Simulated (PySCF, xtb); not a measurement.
Al(H)(Br)(vinyl) (C₂H₄AlBr), SMILES C=[CH][AlH][Br]. Other conformers were not sampled.

Harmonic wavenumbers (cm⁻¹) from GFN2-xTB in xtb 6.7.1 at its own minimum, in rising order: 79, 90, 174, 337, 433, 480, 624, 665, 923, 953, 1036, 1228, 1395, 1603, 1832, 2941, 3004, 3050.

**Question.** What does PySCF with TPSSh-D3(BJ)/def2-SVP give at its own minimum? (An estimate is asked for; the answer gives what the named calculation found.)

**Answer.** 70, 102, 228, 404, 422, 507, 656, 667, 994, 1006, 1060, 1273, 1428, 1635, 1986, 3097, 3127, 3183. Paired by order, the mean absolute difference is 58 cm⁻¹ and the zero-point energies are 29.8 and 31.2 kcal/mol.
